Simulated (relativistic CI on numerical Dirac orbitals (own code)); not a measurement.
# Line list: Electric-dipole lines, S⁺

Computed by Dirac-Coulomb-Breit CI, KLI orbitals optimised for each configuration, a model potential for QED, valence Slater integrals scaled by 0.85, configuration energies shifted to the measured levels that pair with them (semi-empirical) (own radial code, finite nucleus).

Configuration list (outside the closed core [Ne]): 3s2 3p3, 3s 3p4, 3s2 3p2 3d, 3s2 3p2 4s, 3s2 3p2 4p, 3p5, 3s2 3p 3d2, 3s 3p3 3d, 3s2 3p2 5s, 3s2 3p2 4d, 3s2 3p2 5p, 3s2 3p 4s2, 3s2 3p2 4f, 3s2 3p 3d 4s, 3s2 3p2 5d, 3s2 3p2 5f, 3s2 3p2 5g, 3s2 3p 4s 4p, 3s2 3p 3d 4p, 3p3 3d2, 3s2 3p 4p2, 3s 3p3 4s. Levels of other configurations are missing.

```tsv
λ vac (Å)	Lower	Upper	A (s⁻¹)	E lower (cm⁻¹)	E upper (cm⁻¹)
738.46	3s2 3p3 2D°_5/2 [3]	3s2 3p2 3d 2D_5/2 [70]	2.53e+09	15626.0	151043.1
738.87	3s2 3p3 2D°_3/2 [2]	3s2 3p2 3d 2D_3/2 [69]	2.50e+09	15591.2	150933.2
764.16	3s2 3p3 2D°_3/2 [2]	3s2 3p2 3d 2D_3/2 [63]	2.49e+09	15591.2	146454.1
765.34	3s2 3p3 2D°_5/2 [3]	3s2 3p2 3d 2D_5/2 [62]	2.32e+09	15626.0	146286.3
787.09	3s2 3p3 2P°_3/2 [5]	3s2 3p2 3d 2D_5/2 [70]	2.60e+09	23992.5	151043.1
787.50	3s2 3p3 2P°_1/2 [4]	3s2 3p2 3d 2D_3/2 [69]	2.04e+09	23949.6	150933.2
805.22	3s2 3p3 2D°_5/2 [3]	3s2 3p2 3d 2P_3/2 [55]	2.27e+09	15626.0	139815.3
806.11	3s2 3p3 2D°_3/2 [2]	3s2 3p2 3d 2P_1/2 [54]	2.56e+09	15591.2	139643.9
811.84	3s2 3p3 2D°_5/2 [3]	3s2 3p2 3d 2F_7/2 [52]	5.08e+09	15626.0	138802.8
811.90	3s2 3p3 2D°_3/2 [2]	3s2 3p2 3d 2F_5/2 [51]	4.58e+09	15591.2	138759.7
846.37	3s2 3p3 2D°_5/2 [3]	3s2 3p2 3d 2D_5/2 [50]	1.11e+09	15626.0	133777.4
849.11	3s2 3p3 2D°_3/2 [2]	3s2 3p2 3d 2D_3/2 [49]	9.91e+08	15591.2	133361.6
863.39	3s2 3p3 2P°_3/2 [5]	3s2 3p2 3d 2P_3/2 [55]	1.72e+09	23992.5	139815.3
910.87	3s2 3p3 2P°_3/2 [5]	3s2 3p2 3d 2D_5/2 [50]	1.13e+09	23992.5	133777.4
913.98	3s2 3p3 2P°_1/2 [4]	3s2 3p2 3d 2D_3/2 [49]	1.01e+09	23949.6	133361.6
936.85	3s2 3p3 2D°_3/2 [2]	3s2 3p2 4s 2D_3/2 [30]	1.06e+09	15591.2	122332.2
937.16	3s2 3p3 2D°_5/2 [3]	3s2 3p2 4s 2D_5/2 [29]	1.11e+09	15626.0	122331.4
1022.2	3s2 3p3 2D°_5/2 [3]	3s2 3p2 4s 2P_3/2 [21]	1.49e+09	15626.0	113458.1
1027.2	3s2 3p3 2D°_3/2 [2]	3s2 3p2 4s 2P_1/2 [20]	1.70e+09	15591.2	112941.3
1117.7	3s2 3p3 2P°_3/2 [5]	3s2 3p2 4s 2P_3/2 [21]	6.29e+08	23992.5	113458.1
```

Terms are leading LS components. Brackets give the number of a level in order of energy, since labels repeat. The list gives strong lines, with weight on those to low levels, without configurations that were not tied to measured data, without lines whose two gauges differ by over a factor of 2.5, among the lowest 254 of 653 levels, so that lines to higher ones, which can be the strongest, are missing, and without lines across small gaps between configurations, and without 14 lines that miss the measured interval by over 3.5 %, start from a term whose rates miss tabulated ones by over 60 %, have gauges far apart or, lacking measured levels, span too small a gap for the errors found; lines with a level outside our table were not tested and can miss by more. Levels whose partners in the same complex of configurations lie outside the list can be far off, and so can their lines. Rates are taken at the computed energies, electric ones in the length gauge.

Configurations whose levels could be paired with our table of measured levels were shifted onto them, all but the ground configuration, by the median error of their levels; single terms can still be off by 1,000 to 2,000 cm⁻¹ or more, and rates follow the energies as ν³ (E1, M1) or ν⁵ (E2). The others borrow a shift and can be off by several thousand cm⁻¹ or more. The fine structure of a lone outer electron comes out too small, for d and f at times inverted, and misplaced configurations move strength between like terms. 54 of the 56 excited levels that our extract of the measured tables holds in this range could be paired (the sources list more); they are missed by 572 cm⁻¹ on average and 2648 at most, after the shifts were fitted to these levels, and levels without a partner can miss by more.
